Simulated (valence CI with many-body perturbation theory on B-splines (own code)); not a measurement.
Results of a calculation; reference values are marked as such.
# Level structure of Si X

Level of theory: relativistic CI+MBPT: three valence electrons over a frozen Dirac-Fock core [He], radial functions for each j: 9 s, 9 p, 8 d, 6 f, 3 g, 1 h, with the one-electron correlation potential Σ1 (screened to all orders), the two-electron term Σ2, the three-electron term Σ3, Breit, model QED; selected single and double excitations, second order for the rest, scaled by the run's own slope (own B-spline code, finite nucleus).

No measured spectrum was set against this ion. As an estimate, levels of excited configurations hold to 0.05 to 0.15 % of their energy, terms of the ground configuration to about 0.5 %.

Levels 1 to 45 of 48, with energies above the lowest level, 2s2 2p 2P°_1/2. "Leading %" is the weight of the configuration and term that name the level; weights of strongly mixed levels are sums over their largest components and can fall short, so below about 35 % the name and the second component can differ from the true leading terms, or belong to a minority configuration. In the jj column 3d3/2^4 stands for four electrons in 3d with j = 3/2.

| No. | Configuration | Term | J | E (cm⁻¹) | Leading % | Leading jj | Second component |
| --- | --- | --- | --- | --- | --- | --- | --- |
| 1 | 2s2 2p | 2P° | 1/2 | 0 | 97 | 2s^2 2p1/2 (97 %) |  |
| 2 | 2s2 2p | 2P° | 3/2 | 6987 | 97 | 2s^2 2p3/2 (97 %) |  |
| 3 | 2s 2p2 | 4P | 1/2 | 160820 | 100 | 2s 2p1/2^2 (47 %) |  |
| 4 | 2s 2p2 | 4P | 3/2 | 163300 | 100 | 2s 2p1/2 2p3/2 (90 %) |  |
| 5 | 2s 2p2 | 4P | 5/2 | 166860 | 100 | 2s 2p3/2^2 (64 %) |  |
| 6 | 2s 2p2 | 2D | 3/2 | 287970 | 100 | 2s 2p1/2 2p3/2 (68 %) |  |
| 7 | 2s 2p2 | 2D | 5/2 | 287990 | 100 | 2s 2p1/2 2p3/2 (64 %) |  |
| 8 | 2s 2p2 | 2S | 1/2 | 367960 | 97 | 2s 2p3/2^2 (57 %) |  |
| 9 | 2s 2p2 | 2P | 1/2 | 390320 | 96 | 2s 2p1/2 2p3/2 (64 %) |  |
| 10 | 2s 2p2 | 2P | 3/2 | 394290 | 99 | 2s 2p3/2^2 (58 %) |  |
| 11 | 2p3 | 4S° | 3/2 | 509230 | 100 | 2p1/2 2p3/2^2 (55 %) |  |
| 12 | 2p3 | 2D° | 3/2 | 575540 | 99 | 2p1/2 2p3/2^2 (45 %) |  |
| 13 | 2p3 | 2D° | 5/2 | 575560 | 100 | 2p1/2 2p3/2^2 (100 %) |  |
| 14 | 2p3 | 2P° | 1/2 | 647010 | 96 | 2p1/2 2p3/2^2 (96 %) |  |
| 15 | 2p3 | 2P° | 3/2 | 647640 | 96 | 2p3/2^3 (56 %) |  |
| 16 | 2s2 3s | 2S | 1/2 | 1821900 | 93 | 2s^2 3s (93 %) | 5 % 2p2 3s 2S |
| 17 | 2s2 3p | 2P° | 1/2 | 1902500 | 90 | 2s^2 3p1/2 (90 %) | 5 % 2p2 3p 2P° |
| 18 | 2s2 3p | 2P° | 3/2 | 1904300 | 90 | 2s^2 3p3/2 (90 %) | 5 % 2p2 3p 2P° |
| 19 | 2s2 3d | 2D | 3/2 | 1979200 | 94 | 2s^2 3d3/2 (94 %) | 5 % 2p2 3d 2D |
| 20 | 2s2 3d | 2D | 5/2 | 1979700 | 94 | 2s^2 3d5/2 (94 %) | 5 % 2p2 3d 2D |
| 21 | 2s 2p 3s | 4P° | 1/2 | 1992700 | 98 | 2s 2p1/2 3s (89 %) |  |
| 22 | 2s 2p 3s | 4P° | 3/2 | 1995000 | 98 | 2s 2p1/2 3s (58 %) |  |
| 23 | 2s 2p 3s | 4P° | 5/2 | 1999300 | 98 | 2s 2p3/2 3s (98 %) |  |
| 24 | 2s 2p 3s | 2P° | 1/2 | 2031000 | 95 | 2s 2p1/2 3s (73 %) |  |
| 25 | 2s 2p 3s | 2P° | 3/2 | 2035700 | 94 | 2s 2p3/2 3s (85 %) |  |
| 26 | 2s 2p 3p | 2P | 1/2 | 2064200 | 55 | 2s 2p1/2 3p1/2 (80 %) | 42 % 2s 2p 3p 4D |
| 27 | 2s 2p 3p | 2P | 3/2 | 2066300 | 53 | 2s 2p1/2 3p1/2 (56 %) | 43 % 2s 2p 3p 4D |
| 28 | 2s 2p 3p | 4D | 1/2 | 2068400 | 57 | 2s 2p3/2 3p3/2 (38 %) | 40 % 2s 2p 3p 2P |
| 29 | 2s 2p 3p | 4D | 3/2 | 2069300 | 56 | 2s 2p1/2 3p3/2 (39 %) | 40 % 2s 2p 3p 2P |
| 30 | 2s 2p 3p | 4D | 5/2 | 2070600 | 99 | 2s 2p1/2 3p3/2 (43 %) |  |
| 31 | 2s 2p 3p | 4D | 7/2 | 2074400 | 99 | 2s 2p3/2 3p3/2 (99 %) |  |
| 32 | 2s 2p 3p | 4S | 3/2 | 2085300 | 96 | 2s 2p3/2 3p3/2 (45 %) |  |
| 33 | 2s 2p 3p | 4P | 1/2 | 2095200 | 98 | 2s 2p1/2 3p1/2 (48 %) |  |
| 34 | 2s 2p 3p | 4P | 3/2 | 2097200 | 96 | 2s 2p3/2 3p1/2 (59 %) |  |
| 35 | 2s 2p 3p | 4P | 5/2 | 2099200 | 97 | 2s 2p3/2 3p3/2 (56 %) |  |
| 36 | 2s 2p 3p | 2D | 3/2 | 2105400 | 97 | 2s 2p1/2 3p3/2 (57 %) |  |
| 37 | 2s 2p 3p | 2D | 5/2 | 2109900 | 96 | 2s 2p3/2 3p3/2 (57 %) |  |
| 38 | 2s 2p 3d | 4F° | 3/2 | 2131300 | 99 | 2s 2p1/2 3d3/2 (81 %) |  |
| 39 | 2s 2p 3p | 2S | 1/2 | 2132400 | 98 | 2s 2p3/2 3p3/2 (58 %) |  |
| 40 | 2s 2p 3d | 4F° | 5/2 | 2132700 | 98 | 2s 2p1/2 3d3/2 (38 %) |  |
| 41 | 2s 2p 3d | 4F° | 7/2 | 2134700 | 98 | 2s 2p1/2 3d5/2 (41 %) |  |
| 42 | 2s 2p 3d | 4F° | 9/2 | 2137600 | 100 | 2s 2p3/2 3d5/2 (100 %) |  |
| 43 | 2s 2p 3d | 4D° | 1/2 | 2150600 | 97 | 2s 2p1/2 3d3/2 (55 %) |  |
| 44 | 2s 2p 3d | 4D° | 3/2 | 2150800 | 89 | 2s 2p1/2 3d5/2 (30 %) | 5 % 2s 2p 3d 4P° |
| 45 | 2s 2p 3d | 4D° | 5/2 | 2151300 | 75 | 2s 2p1/2 3d5/2 (63 %) | 11 % 2s 2p 3d 2D° |

Names give the largest LS component (configuration and term), which can be under half, so a name can repeat, a term be missing and a line seem to break the LS rules; names also repeat where a configuration has a term twice.

The ionisation energy to 2s2 1S_0 of the next ion comes out as 401.33 eV (NIST: 401.38 eV (semi-empirical)). All 48 levels together are meant to be complete up to 2157400 cm⁻¹.
